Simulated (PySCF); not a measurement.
IZn, neutral, multiplicity 2. Atoms are numbered in the order given.

```xyz
2

Zn     0.0000     0.0000    -1.6289
I      0.0000     0.0000     0.9220
```
Charge 0, spin multiplicity 2.

The structure is a stationary point at B3LYP-D3(BJ)/def2-TZVP. The multiplicity is an assumed one; other spin states were not compared. The def2 effective core potentials stand for the cores of I; spin–orbit coupling is left out.

Method: PySCF with PBE/def2-TZVPD.

Mulliken values depend strongly on the basis, most of all with diffuse functions as here. ESP charges are fitted to the potential on shells at 1.4 to 2.0 van der Waals radii. Atomic charges (e):

```tsv
atom	Mulliken	ESP fit	Mulliken spin
Zn1	0.14	(withheld)	0.71
I2	-0.14	(withheld)	0.29
```

Task: Complete the blanks. (Estimate from the structure and the level; the computed values follow.)

Result: 
- Zn1, ESP fit: 0.26
- I2, ESP fit: -0.26
